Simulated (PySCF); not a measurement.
MP2, SCS-MP2 and SOS-MP2 from spin components

System: C$_{3}$H$_{10}$ClNSi$_{3}$ (SMILES Cl[SiH2]/C=C1\[SiH2]CN[SiH2]1), singlet, geometry from GFN2-xTB. Level: MP2/STO-3G (PySCF). Sums are taken with unrounded values, so a last digit can differ.

The PySCF input:
```python
from pyscf import gto, scf, mp

mol = gto.M(
    atom='''
Cl    2.639897    0.070628    1.261387
Si    2.450395    0.746931   -0.635021
C     0.690988    0.552272   -1.263458
C    -0.406076    0.128095   -0.630724
Si   -0.588097   -0.443303    1.160987
C    -2.480031   -0.734293    1.158101
N    -2.950939   -0.753824   -0.213309
Si   -2.100182    0.024994   -1.474645
H     2.838674    2.158531   -0.633218
H     3.369429   -0.032049   -1.466184
H     0.584500    0.839902   -2.307929
H     0.100549   -1.709876    1.425758
H    -0.269004    0.585257    2.156205
H    -2.734503   -1.685681    1.634371
H    -2.994682    0.044956    1.734887
H    -3.936374   -0.946850   -0.297338
H    -2.551144    1.381646   -1.838942
H    -2.128043   -0.836903   -2.660037
''',
    basis='sto-3g',
    charge=0,
    spin=0,
    verbose=4,
)

mf = scf.RHF(mol)
mf.kernel()

pt = mp.MP2(mf)
pt.kernel()
print('E(MP2) = %.10f' % pt.e_tot)
```

It gave an SCF energy of -1483.254538 Eh, a same-spin correlation energy of -0.051350 Eh and an opposite-spin one of -0.295090 Eh.

Question: Work out the MP2, SCS-MP2 (6/5 and 1/3) and SOS-MP2 (1.3 and 0) correlation and total energies.

Answer: MP2: -0.295090 + (-0.051350) = -0.346440 Eh, total -1483.600978 Eh, as the program printed. SCS-MP2: 1.2 × (-0.295090) + (-0.051350)/3 = -0.371225 Eh, total -1483.625763 Eh. SOS-MP2: 1.3 × (-0.295090) = -0.383617 Eh, total -1483.638155 Eh. Opposite spins carry 85 % of the MP2 correlation; same-spin pairs are already kept apart by exchange.
